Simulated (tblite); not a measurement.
C8H11P.
Cartesian coordinates in Å at the GFN2-xTB level; atoms count from 1:
```xyz
20
C8H11P angstrom
C     -2.379    0.173   -0.557
C     -1.441    0.640    0.558
C     -0.179   -0.184    0.567
C     -0.206   -1.365    1.287
P      1.060   -2.534    1.435
C      2.266   -1.760    0.464
C      2.104   -0.554   -0.181
C      0.947    0.219   -0.160
C      0.945    1.509   -0.927
H     -1.902    0.269   -1.530
H     -3.291    0.765   -0.559
H     -2.644   -0.872   -0.414
H     -1.951    0.526    1.517
H     -1.215    1.698    0.427
H     -1.120   -1.598    1.823
H      3.216   -2.271    0.366
H      2.944   -0.177   -0.754
H      1.862    1.611   -1.502
H      0.103    1.558   -1.615
H      0.875    2.360   -0.248
```

Calculated harmonic vibrations of the isolated species, GFN2-xTB (tblite), most abundant isotopes, no scaling. Errors from tens to a few hundred cm⁻¹ against measured bands are possible. One conformer, not necessarily the lowest.

Harmonic wavenumbers (cm⁻¹): 83.9, 99.2, 158.0, 170.3, 194.0, 267.0, 340.6, 361.2, 377.3, 411.8, 442.8, 502.3, 654.9, 696.5, 733.3, 771.1, 821.3, 834.8, 850.0, 909.0, 931.6, 1000.9, 1021.1, 1024.7, 1076.5, 1079.5, 1131.9, 1193.2, 1227.0, 1242.6, 1283.5, 1316.4, 1354.2, 1402.5, 1412.5, 1413.1, 1472.8, 1486.9, 1497.6, 1500.7, 1508.4, 1511.6, 1561.4, 2973.9, 2992.1, 3004.4, 3021.6, 3026.2, 3027.4, 3031.8, 3033.0, 3039.3, 3039.9, 3045.3.

A = 2136, B = 1142, C = 798.4 MHz; mass 138.060 u (most abundant isotopes); point group C1, symmetry number 1.

Zero-point energy?

Half the sum of the wavenumbers: 36282 cm⁻¹ = 103.74 kcal/mol.

Entropy at 298.15 K, 1 bar (ideal gas, RRHO, classical rotation)?

Translation 40.71, rotation 29.49, vibration 24.60: S = 94.8 cal/(mol K).

And Cp and H(298.15 K) − H(0)?

Cp = 37.65 cal/(mol K), of which vibrations give 29.70 (their classical limit is 54 R = 107.3); H(298.15 K) − H(0) = 6.56 kcal/mol without the zero-point energy, 4.19 from vibrations.

Which modes carry the vibrational entropy at 298.15 K?

83.9 cm⁻¹: 3.80; 99.2 cm⁻¹: 3.47; 158.0 cm⁻¹: 2.57; 170.3 cm⁻¹: 2.43; 194.0 cm⁻¹: 2.19; 267.0 cm⁻¹: 1.62 cal/(mol K); the other 48 give 8.52 together.

Blend soft modes into free rotors: weight 1/[1 + (100 cm⁻¹/ν̃)⁴] for the oscillator and the rest for a rotor with moment μB/(μ + B), μ = h/(8π²ν), B = 10⁻⁴⁴ kg m². What vibrational entropy results?

23.76 cal/(mol K) in place of 24.60, which changes −T·S at 298.15 K by +0.25 kcal/mol.

Hindered rotation and anharmonicity are outside this model. Other conformers, if any are populated, would add a mixing term that is left out. The structure is chiral; the term R ln 2 for an equal mix with its mirror image is left out.
